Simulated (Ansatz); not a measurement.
A single point on `CC(F)([SiH3])Cl`.

```yaml
crystal:
  periodic: [false, false, false]
  atoms:
    - {symbol: C, position_ang: [-0.526106, 0.249639, 1.314559]}
    - {symbol: C, position_ang: [0.248666, 0.573083, 0.066252]}
    - {symbol: F, position_ang: [1.529241, 0.934825, 0.424829]}
    - {symbol: Si, position_ang: [0.346875, -0.817971, -1.243871]}
    - {symbol: Cl, position_ang: [-0.496366, 1.992393, -0.751208]}
    - {symbol: H, position_ang: [-0.534008, 1.113158, 1.982648]}
    - {symbol: H, position_ang: [-1.554126, -0.017027, 1.068104]}
    - {symbol: H, position_ang: [-0.052666, -0.592019, 1.825813]}
    - {symbol: H, position_ang: [0.995939, -1.999856, -0.618392]}
    - {symbol: H, position_ang: [-1.035819, -1.161411, -1.655591]}
    - {symbol: H, position_ang: [1.143869, -0.331915, -2.392546]}
basis:
  gaussian: {orbitals: def2-QZVPP}
correlation: {method: mp2}
```

```sh
$ ansatz run in.yaml --threads 4 --pin off --events-out ev --progress --plain --max-ram 10444MiB
```

It prints (some lines left out):

```
Functional definition: HF
2918 factors; integrals over basis functions are off by at most 7.1e-4 eV
mean field evaluation 1: about -25227.4959 eV, gradient 3.3e1 eV
mean field evaluation 2: about -25227.6700 eV, gradient 3.3e1 eV
mean field evaluation 4: about -25230.7460 eV, gradient 4.3e0 eV
mean field evaluation 8: about -25230.8156 eV, gradient 2.8e-1 eV
mean field -25230.81602497 eV, -927.2153868564 hartree, gradient 5.6e-6 eV, S^2 0.000000; 0 other end points of the search recorded, 0 dependent functions left out
13 core orbitals not correlated: weight in the atoms' cores, before any rotation towards them, 1.000 or more for the frozen orbitals, at most 0.000 for the correlated occupied ones
reference -25230.81602497 eV, -927.2153868564 hartree; 16, 16 occupied and 462, 462 virtual orbitals, 2918 factors
second order -26.85701859 eV of doubles, -0.00000000 eV of singles
Total energy: -25257.67304356 eV, -928.2023640851 hartree
```

It took 25 s on 4 threads of an Arm Neoverse V2 on a shared host, with 3.2 GiB of host memory at the peak.
